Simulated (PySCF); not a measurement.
SMILES C[CH2][Ge]([F])([F])[F] (C₂H₅F₃Ge) at its PBE0/def2-SVP optimised geometry (Å):

```
11

C     -0.8919    -1.3029     2.8252
C     -1.3787    -1.8157     1.4738
Ge    -0.6363    -0.8308     0.0000
F      1.0851    -0.8308     0.0000
F     -1.0985    -1.4281    -1.5446
F     -1.0851     0.8308     0.0000
H     -1.1710    -0.2504     2.9823
H      0.2021    -1.3753     2.9136
H     -1.3337    -1.8911     3.6431
H     -2.4739    -1.7487     1.3759
H     -1.1080    -2.8711     1.3107
```

Computed with PBE0/def2-TZVP (PySCF). Cells within 0.4 Å of a nucleus heavier than hydrogen are left out (blank, or x).

Map of the electron localisation function on the plane z = 0.0 Å:

```
|000000000000000000000000000|
|000000000000000000000000000|
|000000000000000000000000000|
|000000000000000000000000000|
|000000000000000000000000000|
|000000011221100000000000000|
|000001234554310000000000000|
|000012468887531000000000000|
|000024799999741000000000000|
|00013689xxx9851000000000000|
|00013689xxx9840000000000000|
|00012589xx89620001221000000|
|000013689987410135542100000|
|000001356421112478874200000|
|000000121133214799986310000|
|0000001115xx71499xx97410000|
|0000001127xxx149xxx98510000|
|0000012215xx7149xxx98410000|
|000000231245214899997310000|
|000000133211112578875200000|
|000000013332211256653100000|
|000000001222100123321000000|
|000000000010000001100000000|
|000000000000000000000000000|
|000000000000000000000000000|
|000000000000000000000000000|
|000000000000000000000000000|
```
Scale: ten equal steps from 0.000 (start of '0') to 0.872 (end of '9'), in the order '0123456789'; x runs from -3.50 to 3.50, y from -3.50 (bottom) to 3.50 (top).
